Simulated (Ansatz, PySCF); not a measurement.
Here is a job for Ansatz (an electronic-structure program).
Ansatz 0.2 input:
```yaml
crystal:
  periodic: [false, false, false]
  atoms:
    - {symbol: Si, position_ang: [0.00192852, 0.00722659, 1.06771357]}
    - {symbol: Cl, position_ang: [1.17861260, 1.40733335, -0.45132240]}
    - {symbol: Cl, position_ang: [-1.18020079, -1.41328466, -0.42797112]}
basis:
  gaussian:
    orbitals: cc-pVDZ
total_charge: -1
magnetization: {spin_polarized: true, initial_magnetization: 1}
correlation: {method: mp2, electrons: outside_noble_gas}
accuracy: high
```

Problem. Give the equivalent PySCF input.

Solution. This is not unique; one that fits is 
```python
from pyscf import gto, scf, mp

mol = gto.Mole()
mol.atom = '''
    Si    0.00192852    0.00722659    1.06771357
    Cl    1.17861260    1.40733335   -0.45132240
    Cl   -1.18020079   -1.41328466   -0.42797112
'''
mol.basis = 'cc-pvdz'
mol.charge = -1
mol.spin = 1
mol.verbose = 4
mol.build()

mf = scf.UHF(mol)
mf.kernel()

pt = mp.MP2(mf, frozen=15)
pt.kernel()
print('E(MP2) = %.10f' % pt.e_tot)
```

Both were run: Ansatz gave -1208.375833 Eh and PySCF -1208.375833 Eh, 0.000 mEh apart.
